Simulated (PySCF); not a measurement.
Start geometry of TiF(NMe2)3 (`C[N](C)[Ti]([F])([N](C)C)[N](C)C`) from GFN2-xTB (Å):
```
atom  x, y, z in Å
Ti1    0.0294   -0.0149    0.5352
F2    -0.1669    0.2339    2.2687
N3     1.6561   -0.0894   -0.0510
C4     2.5941    0.8564   -0.8140
C5     2.5223   -0.8224    0.8971
H6     2.9962    1.6057   -0.1688
H7     1.8622    1.3690   -1.4987
H8     3.3184    0.3420   -1.3992
H9     1.8879   -1.4612    1.5758
H10    3.2951   -1.4130    0.4505
H11    3.0275   -0.1222    1.6471
N12   -0.7429    1.4967   -0.3509
C13   -1.9927    1.5436   -1.2721
C14   -0.6665    2.7392    0.3847
H15   -2.8609    1.6565   -0.6833
H16   -1.9777    0.5960   -1.7433
H17   -1.8139    2.3504   -1.9999
H18    0.2331    2.6812    1.0408
H19   -0.4816    3.5639   -0.3115
H20   -1.5853    2.9669    0.9957
N21   -0.9634   -1.4432   -0.0841
C22   -2.0758   -1.7675    0.7051
C23   -0.3382   -2.6183   -0.6781
H24   -2.9112   -2.1480    0.0988
H25   -2.4268   -0.7975    1.1617
H26   -1.9211   -2.3643    1.5646
H27    0.5268   -2.4550   -1.1371
H28   -0.0719   -3.3631    0.2076
H29   -1.0718   -3.1636   -1.3105
```

Question: What comes out of this run: PySCF 2.14.0, PBE0-D3(BJ)/def2-SVP geometry optimisation, gas phase?

Answer: 
```
atom  x, y, z in Å
Ti1   -0.0152    0.0849    0.7806
F2    -0.0432    0.3080    2.5581
N3     1.7338    0.0661    0.1076
C4     2.3380    0.8141   -0.9568
C5     2.6396   -0.7870    0.8330
H6     3.1500    1.4748   -0.5907
H7     1.5856    1.4425   -1.4541
H8     2.7860    0.1489   -1.7222
H9     2.1107   -1.3270    1.6375
H10    3.1025   -1.5499    0.1755
H11    3.4618   -0.2170    1.3098
N12   -0.9201    1.4753   -0.0939
C13   -1.8471    1.4275   -1.1881
C14   -0.6834    2.7944    0.4350
H15   -2.8418    1.8293   -0.9069
H16   -1.9813    0.3906   -1.5282
H17   -1.4924    2.0251   -2.0519
H18    0.0062    2.7529    1.2951
H19   -0.2327    3.4693   -0.3199
H20   -1.6176    3.2724    0.7912
N21   -0.8209   -1.5232    0.2420
C22   -2.1052   -1.7697    0.8451
C23   -0.3530   -2.5678   -0.6226
H24   -2.9060   -1.8726    0.0855
H25   -2.3929   -0.9346    1.5076
H26   -2.1109   -2.6900    1.4627
H27    0.6271   -2.3018   -1.0443
H28   -0.2481   -3.5340   -0.0884
H29   -1.0489   -2.7437   -1.4678
```

The energy falls by 44.9 kcal/mol over 17 energy and gradient evaluations, the largest force component goes from 0.1453 to 3.8e-04 Eh/bohr, and the atoms move by 0.326 Å rms after alignment. The bond that changes most is Ti1–N3 (ends: titanium bonded to F and 3 N; nitrogen bonded to 2 C and Ti), which lengthens by 0.143 Å. Bonds longer at the end by more than 0.005 Å: 14 of 28; shorter: 13. Among the angles that change most is N3–C4–H7, from 100.7° to 110.2°. Among the dihedrals that turn most is Ti1–N3–C4–H6, from 78° to 117°. Rotational constants go from 877.3, 865.3, 620.9 to 845.8, 838.6, 632.5 MHz. The orientation of the end geometry is arbitrary; only internal coordinates are fixed.

The run used 261 basis functions and 133 SCF cycles in all.

No PBE0-D3(BJ)/def2-SVP frequencies stand behind this structure, so it isn't proved a minimum.
